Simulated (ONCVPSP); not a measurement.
Potentials for gallium (Ga) compared

Generated with ld1.x 7.5 (TM, RRKJ, ultrasoft, PAW), atompaw 4.2 or ONCVPSP 4.0.1. The cutoff is in Ry: for ld1.x and atompaw files where the sum of valence levels is converged to 10 mRy in a Bessel basis, for ONCV files where the hardest occupied wave has 1 mHa per electron of residual kinetic energy. The error is the largest all-electron minus pseudo excitation energy over each file’s own four to seven test configurations (ionisations up to +4, promotions, holes and added fractions of an electron), all of which were solved. The labels leave out finer settings (local radius, basis sizes, second energies), which also bear on the numbers. Spin-polarised tests are not counted. The rows are a selection from randomly drawn settings: files with unsolved tests, undetermined cutoffs or missed reference levels are left out.

| potential | cutoff (Ry) | largest error (meV) | bound ghosts |
| --- | --- | --- | --- |
| ONCV, PBE, scalar-relativistic, rc 1.00/0.90/1.35 (spd), local smoothed, core correction no, reference 3s2 3p6 3d10 4s2, qcut 14.2/17.7/14.2, projectors 2/2/2 | 139 | -0.6 | none |
| ONCV, PW91, scalar-relativistic, rc 1.05/1.40/1.10 (spd), local smoothed, core correction no, reference 3s2 3p6 3d10 4s1 4p2, qcut 13.8/10.3/15.3, projectors 2/2/2 | 191 | -2.1 | none |
| ONCV, PBE, scalar-relativistic, rc 1.70/2.50 (sp), local smoothed, core correction yes, reference 4s1.75 4p1.25, qcut 3.5/3.9, projectors 1/3 | 16 | -446 | none |
| ONCV, PBE, scalar-relativistic, rc 1.95/2.00/1.30 (spd), local smoothed, core correction yes, reference 3d10 4s2, qcut 3.5/3.6/12.1, projectors 3/3/2 | 117 | -64 | none |
| ONCV, PBE, fully relativistic, rc 1.20/0.95/1.35/1.05 (spdf), local smoothed, core correction yes, reference 3s2 3p6 3d10 4s1 4p2, qcut 10.2/17.9/12.4/9.1, projectors 2/3/1/2 | 118 | +2.0 | none |
| ONCV, PBEsol, scalar-relativistic, rc 1.25/0.95/1.25 (spd), local smoothed, core correction yes, reference 3s2 3p6 3d10 4s2, qcut 12.4/17.9/10.6, projectors 2/3/1 | 110 | -2.5 | none |

(1) Fill in the row for Ga: ONCV, PBE, scalar-relativistic, rc 2.10/2.85 (sp), local smoothed, core correction no, reference 4s2 4p1, qcut 3.5/2.6, projectors 1/2.

Results:

(1) cutoff 13 Ry, largest error +50 meV, bound ghosts: none.
